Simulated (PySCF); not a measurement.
# CsK: from constants to spectrum

RHF-CCSD(T) constants of CsK, ¹Σ⁺ (singlet), closed shell (Cs def2-SVPD with ECP46, K def2-SVPD; scalar-relativistic core potentials (PySCF 2.14); masses 132.9054 and 38.9637 u):

```
ωe              : 64.6 cm⁻¹
ωexe            : 0.203 cm⁻¹
Be              : 0.028879 cm⁻¹
αe              : 0.000103 cm⁻¹
D (centrifugal) : 2.31e-08 cm⁻¹
De to Cs + K    : 0.449 eV
```

(1) Give the band origin of the fundamental and the first lines of its P and R branches.

(2) Near which J would the R branch turn back, without centrifugal distortion?

Correlated steps freeze 5 core orbitals. Correlated levels converge slowly with the basis: in double zeta they bind strong bonds too weakly, by up to about 1 eV, and carry superposition errors of some tenths. Spin–orbit coupling is left out. Where the molecule has an RHF reference, its open-shell atoms are computed with UHF.

Results:

(1) ν0 = ωe − 2ωexe = 64.2 cm⁻¹, B0 = 0.028827, B1 = 0.028725 cm⁻¹.

| J″ | P(J″) − ν0 | R(J″) − ν0 |
| --- | --- | --- |
| 0 |  | 0.057 |
| 1 | -0.058 | 0.115 |
| 2 | -0.116 | 0.172 |
| 3 | -0.174 | 0.229 |
| 4 | -0.232 | 0.285 |
| 5 | -0.290 | 0.342 |
| 6 | -0.349 | 0.398 |

(2) At J ≈ (B0 + B1)/(2(B0 − B1)) − 1 ≈ 280.
